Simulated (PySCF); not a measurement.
Isomers of C7H11FO, mass 130.079 u with the commonest isotopes. Computed with PBE0/pcSseg-1 in PySCF (dipole) on a GFN2-xTB geometry, gas phase. One conformer each, none proved a minimum here; rigid rotors.

Question: Order these by rotational constant B, smallest first.
A. `[O:1]=[C:2]([F:3])[CH:4]1[CH2:5][CH2:6][CH2:7][CH2:8][CH2:9]1` with O1–C2–C4–C5 125°, C2–C4–C5–C6 -69°, C4–C5–C6–C7 -58°, C5–C6–C7–C8 59°, C6–C7–C8–C9 -58°
B. `[CH2:1]=[CH:2][CH2:3][C:4]([CH3:5])([CH3:6])[C:7](=[O:8])[F:9]` with C1–C2–C3–C4 -118°, C2–C3–C4–C5 53°, C3–C4–C7–O8 -10°
C. `[CH3:1][C@@H:2]1[CH2:3][CH2:4][C@@H:5]([C:6](=[O:7])[F:8])[CH2:9]1` with C4–C5–C6–O7 9°, C1–C2–C3–C4 -163°, C2–C3–C4–C5 25°, C3–C4–C5–C6 -118°, C4–C5–C9–C2 -25°

Answer: C (1083 MHz), B (1170 MHz), A (1362 MHz).

Question: Order these by out-of-plane moment Σ m c² = (Ia + Ib − Ic)/2, largest first.
A. `[CH2:1]=[CH:2][CH2:3][C:4]([CH3:5])([CH3:6])[C:7](=[O:8])[F:9]` with C1–C2–C3–C4 -118°, C2–C3–C4–C5 53°, C3–C4–C7–O8 -10°
B. `[CH3:1][C@@H:2]1[CH2:3][CH2:4][C@@H:5]([C:6](=[O:7])[F:8])[CH2:9]1` with C4–C5–C6–O7 9°, C1–C2–C3–C4 -163°, C2–C3–C4–C5 25°, C3–C4–C5–C6 -118°, C4–C5–C9–C2 -25°
C. `[O:1]=[C:2]([F:3])[CH:4]1[CH2:5][CH2:6][CH2:7][CH2:8][CH2:9]1` with O1–C2–C4–C5 125°, C2–C4–C5–C6 -69°, C4–C5–C6–C7 -58°, C5–C6–C7–C8 59°, C6–C7–C8–C9 -58°
D. `[CH3:1][C@@H:2]1[C@@H:3]([CH3:4])[CH2:5][C@H:6]1[C:7](=[O:8])[F:9]` with C5–C6–C7–O8 14°, C1–C2–C3–C4 112°, C2–C3–C5–C6 10°, C3–C5–C6–C7 -125°, C1–C2–C6–C5 130°

Answer: A (74.86 u·Å²), C (63.62 u·Å²), B (53.69 u·Å²), D (46.71 u·Å²).

Question: Order these by rotational constant A, largest first.
A. `[CH2:1]=[CH:2][CH2:3][C:4]([CH3:5])([CH3:6])[C:7](=[O:8])[F:9]` with C1–C2–C3–C4 -118°, C2–C3–C4–C5 53°, C3–C4–C7–O8 -10°
B. `[O:1]=[C:2]([F:3])[CH:4]1[CH2:5][CH2:6][CH2:7][CH2:8][CH2:9]1` with O1–C2–C4–C5 125°, C2–C4–C5–C6 -69°, C4–C5–C6–C7 -58°, C5–C6–C7–C8 59°, C6–C7–C8–C9 -58°
C. `[CH3:1][C@@H:2]1[CH2:3][CH2:4][C@@H:5]([C:6](=[O:7])[F:8])[CH2:9]1` with C4–C5–C6–O7 9°, C1–C2–C3–C4 -163°, C2–C3–C4–C5 25°, C3–C4–C5–C6 -118°, C4–C5–C9–C2 -25°

Answer: C (2899 MHz), B (2570 MHz), A (2400 MHz).

```json
{"SMILES": "O=C(F)C1CCCCC1", "point group": "C1", "Ia (u·Å²)": "196.64", "Ib (u·Å²)": "371.10", "Ic (u·Å²)": "440.51", "κ": "-0.70", "μa (D)": "2.30", "μb (D)": "0.98", "μc (D)": "1.76"}
{"SMILES": "C=CCC(C)(C)C(=O)F", "point group": "C1", "Ia (u·Å²)": "210.61", "Ib (u·Å²)": "431.93", "Ic (u·Å²)": "492.82", "κ": "-0.79", "μa (D)": "1.24", "μb (D)": "2.73", "μc (D)": "0.03"}
{"SMILES": "C[C@@H]1CC[C@@H](C(=O)F)C1", "point group": "C1", "Ia (u·Å²)": "174.33", "Ib (u·Å²)": "466.57", "Ic (u·Å²)": "533.52", "κ": "-0.86", "μa (D)": "2.62", "μb (D)": "0.09", "μc (D)": "1.75"}
{"SMILES": "C[C@@H]1[C@@H](C)C[C@H]1C(=O)F", "point group": "C1", "Ia (u·Å²)": "209.41", "Ib (u·Å²)": "425.83", "Ic (u·Å²)": "541.82", "κ": "-0.66", "μa (D)": "2.95", "μb (D)": "1.36", "μc (D)": "1.20"}
```
